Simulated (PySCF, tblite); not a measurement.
A set of runs on `C=C[Si]([SiH3])C(F)F` [radical]; the geometry of each is named by its level. Settings lines and outputs come from a driver script.

C3H7F2Si2 (doublet state).
Numbering: `[CH2:1]=[CH:2][Si:3]([SiH3:4])[CH:5]([F:6])[F:7]` (hydrogens: H8, H9 on C1; H10 on C2; H11, H12, H13 on Si4; H14 on C5)

Step 1: GFN2-xTB geometry optimisation, gas phase (tblite 0.8.0) (from a force-field or distance-geometry start)
```json
{"job": {"kind": "relax", "xc": "GFN2-xTB", "basis": "xTB"}, "charge": 0, "multiplicity": 2}
```
```
step      E/eV     max force
  0    -620.22041    2.828
  1    -620.35424    1.352
  2    -620.41979    0.606
...
103    -620.67187    0.019
104    -620.67195    0.021
105    -620.67202    0.017
106    -620.67205    0.013
107    -620.67207    0.009
```

Energy lowered by 10.4 kcal/mol over 107 steps; largest atomic force 0.009 eV/Å at the end. «max force» is the largest atomic force in eV/Å.

On one thread of an Arm Neoverse N1, shared host with 64 logical CPUs at a one-minute load of 49, this took 1.2 s of wall time.

Step 2: GFN2-xTB harmonic vibrations, gas phase (tblite 0.8.0) (on the GFN2-xTB geometry)
```json
{"job": {"kind": "ir", "xc": "GFN2-xTB", "basis": "xTB"}, "charge": 0, "multiplicity": 2}
```
```
(table of modes left out)
```

36 modes from 17 to 3112 cm⁻¹ (unscaled, harmonic); zero-point energy 53.8 kcal/mol; all wavenumbers are real at this level.

On one thread, Arm Neoverse N1 (aarch64), shared host, this took 0.8 s.

Step 3: UKS B3LYP, pcH-1 on C F H Si, non-relativistic, mean-field spin-orbit, GIAO (PySCF 2.14.0) (on the GFN2-xTB geometry)
```json
{"job": {"kind": "epr", "basis": "pcH-1"}, "charge": 0, "multiplicity": 2}
```
```
...
E = -897.16647573 Eh   <S^2> = 0.7592 (exact 0.7500)
g shifts (ppm)      1          2          3
  rmc          -133       -133       -133
  gc             15         31         42
  oz_so        -333        260       2921
  total        -451        159       2830
hyperfine (MHz)  atom isotope    a_iso     a_fc   dipolar eigenvalues
    0   13C      19.94      19.98    -18.25    -17.09     35.34
    1   13C      -3.28      -3.30    -14.40      4.93      9.48
    2  29Si    -336.06    -337.03   -161.06     79.11     81.94
    3  29Si     -32.78     -32.81     -7.50      1.94      5.55
    4   13C     -12.96     -12.95     -1.86     -1.52      3.38
    5   19F      56.23      56.11     -6.06     -3.90      9.96
    6   19F       3.00       3.12     -8.56     -5.41     13.98
    7    1H     -13.33     -13.33     -9.07     -0.76      9.83
    8    1H     -13.11     -13.11     -5.62     -1.66      7.28
    9    1H       4.42       4.42     -3.02     -1.23      4.26
   10    1H      71.53      71.52     -2.19     -0.29      2.48
   11    1H       4.89       4.89     -2.50     -1.18      3.68
   12    1H      -3.63      -3.63     -2.28     -1.26      3.54
   13    1H      28.27      28.27     -3.12     -0.11      3.23
```

⟨S²⟩ 0.759; g_iso 2.0032. rmc, gc and oz_so are the mass-correction, gauge-correction and orbital-Zeeman/spin–orbit parts of the g shift along its three principal axes; a_iso is the isotropic hyperfine coupling and a_fc its Fermi-contact part. The log counts atoms from 0, this text from 1.

On one thread of an Arm Neoverse N1, shared host with 64 logical CPUs at a one-minute load of 48, this took 2.1 min (grids of density and orbitals included) and 0.93 GiB of memory at its peak.

Geometry of the electronic-property runs (GFN2-xTB):
```
atom  x, y, z in Å
C1    -1.2628   -2.2212    0.4449
C2    -1.2725   -0.8994    0.6382
Si3    0.2162    0.2083    0.4556
Si4    2.0818   -0.0443   -0.8642
C5    -0.5733    1.9850    0.2294
F6    -1.1730    2.4300    1.3690
F7     0.4215    2.8810   -0.0491
H8    -2.1333   -2.8336    0.6148
H9    -0.3847   -2.7364    0.0926
H10   -2.1884   -0.4487    1.0099
H11    1.9379    0.2133   -2.3039
H12    3.1509    0.8236   -0.3650
H13    2.4968   -1.4434   -0.7190
H14   -1.3179    2.0854   -0.5753
```

 (This holds for the electronic-property runs.)

One conformer stands for the species.
